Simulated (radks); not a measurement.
The numbers below are computed, except where a source is named.
All-electron atom: Ga14+ in [Ne] 3s2 3p5. Level of theory: Dirac Kohn-Sham, exchange-only PBE, spin-unpolarised, spherical densities, finite nucleus; open shells fill j = l - 1/2 first; Fermi nuclear charge, rms radius 3.9973 fm (a radial shooting solver on a logarithmic mesh with Libxc functionals).

Normalised radial functions P(r) = r R(r) (large component), r in bohr:

| r | 2p3/2 | 3p1/2 | 3p3/2 |
|---|---|---|---|
| 0.004976 | 0.0203 | 0.0125 | 0.0095 |
| 0.006225 | 0.0312 | 0.0184 | 0.0146 |
| 0.007788 | 0.0475 | 0.0269 | 0.0223 |
| 0.009744 | 0.0719 | 0.0395 | 0.0337 |
| 0.01219 | 0.1081 | 0.0579 | 0.0506 |
| 0.01525 | 0.1610 | 0.0843 | 0.0754 |
| 0.01908 | 0.2371 | 0.1216 | 0.1108 |
| 0.02387 | 0.3443 | 0.1735 | 0.1606 |
| 0.02986 | 0.4912 | 0.2434 | 0.2284 |
| 0.03736 | 0.6858 | 0.3342 | 0.3173 |
| 0.04674 | 0.9324 | 0.4459 | 0.4279 |
| 0.05801 | 1.2156 | 0.5685 | 0.5507 |
| 0.07258 | 1.5390 | 0.6972 | 0.6818 |
| 0.0908 | 1.8561 | 0.8009 | 0.7908 |
| 0.1136 | 2.1096 | 0.8386 | 0.8371 |
| 0.1421 | 2.2298 | 0.7593 | 0.7695 |
| 0.1778 | 2.1572 | 0.5179 | 0.5408 |
| 0.2224 | 1.8734 | 0.1004 | 0.1341 |
| 0.2783 | 1.4261 | -0.4452 | -0.4069 |
| 0.3482 | 0.9243 | -0.9960 | -0.9627 |
| 0.4356 | 0.4926 | -1.3829 | -1.3634 |
| 0.5449 | 0.2062 | -1.4624 | -1.4606 |
| 0.6817 | 0.0639 | -1.2164 | -1.2286 |
| 0.8529 | 0.0136 | -0.7881 | -0.8046 |
| 1.067 | 0.0018 | -0.3851 | -0.3978 |
| 1.335 | 0.0001 | -0.1340 | -0.1402 |
| 1.67 | 0.0000 | -0.0306 | -0.0325 |

2p3/2: eigenvalue -1560.4 eV, 0 radial nodes, <r> = 0.191 bohr, 90 % of the charge inside 0.311 bohr. 3p1/2: eigenvalue -495.21 eV, 1 radial node at r = 0.232 bohr, <r> = 0.564 bohr, 90 % of the charge inside 0.840 bohr. 3p3/2: eigenvalue -489.86 eV, 1 radial node at r = 0.236 bohr, <r> = 0.570 bohr, 90 % of the charge inside 0.848 bohr.
